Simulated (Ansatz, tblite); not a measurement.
Forces on BeBr2⁺ at its PBE0-D4/def2-TZVP geometry. Charge 1, multiplicity 2.

The xTB rows come from tblite. Correlated methods freeze 18 core orbitals; core or outer-core shells of Br are correlated, in sets that lack core-valence functions. The structure comes from a short search, and lower isomers may exist.

GFN1-xTB (tblite), largest force 2.21 eV/Å:

```xyz
3
positions Å, forces eV/Å
Be    0.000    0.001    0.000   -0.002    0.001   -0.001
Br    1.311    1.405    0.478    1.463    1.568    0.534
Br   -1.310   -1.406   -0.478   -1.462   -1.569   -0.533
```

GFN2-xTB (tblite), largest force 0.04 eV/Å:

```
Be 0.000 -0.001 0.000
Br 0.025 0.027 0.009
Br -0.025 -0.026 -0.009
```

PBE-QIDH/def2-TZVP (Ansatz), largest force 2.79 eV/Å:

```
Be -1.843 -1.978 -0.673
Br 0.586 0.628 0.214
Br 1.258 1.350 0.459
```
